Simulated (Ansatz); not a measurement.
Input for Ansatz (a first-principles code): U-r2SCAN/cc-pV(T+d)Z on SiN, 2S+1 = 2, a point of a bond scan (R = 2.743 Å). Files ending in .json are basis or fitting sets from the Basis Set Exchange.

Ansatz 0.2 input:
```yaml
crystal:
  periodic: [false, false, false]
  atoms:
    - {symbol: Si, position_ang: [-0.00000000, -0.00000000, -0.52249227]}
    - {symbol: N, position_ang: [0.00000000, 0.00000000, 2.22059217]}
basis:
  gaussian:
    orbitals: cc-pV_T+d_Z.json
hamiltonian:
  xc: {name: r2SCAN}
magnetization: {spin_polarized: true, initial_magnetization: 1}
```

Program output:

```
WARN ansatz: RAYON_NUM_THREADS=1 ignored (pool sized by the plan → 1); use --threads N
Functional definition: r2SCAN
integrals: 0.01 GiB planned
473 factors; their error is unknown
mean field: 0.16 GiB planned
mean field evaluation 1: about -9336.7847 eV, gradient 5.2e1 eV
mean field evaluation 2: about -9142.7750 eV, gradient 1.2e2 eV
mean field evaluation 4: about -9338.6817 eV, gradient 4.5e1 eV
mean field evaluation 8: about -9338.6846 eV, gradient 4.5e1 eV
mean field evaluation 16: about -9359.4114 eV, gradient 7.5e-2 eV
mean field evaluation 32: about -9359.4259 eV, gradient 7.1e-2 eV
mean field evaluation 64: about -9359.0759 eV, gradient 9.1e-4 eV
mean field -9359.41142743 eV, -343.9520259210 hartree, gradient 6.3e-6 eV, S^2 2.147108; 7 other end points of the search recorded, 0 dependent functions left out
reference -9359.41143633 eV, -343.9520262483 hartree; 11, 10 occupied and 58, 59 virtual orbitals, 473 factors
Total energy: -9359.41143633 eV, -343.9520262483 hartree
```

The run converged. Its determinant has ⟨S²⟩ = 2.15, a mixture of spin states.

Cost: about 3 core-seconds (a rough figure).
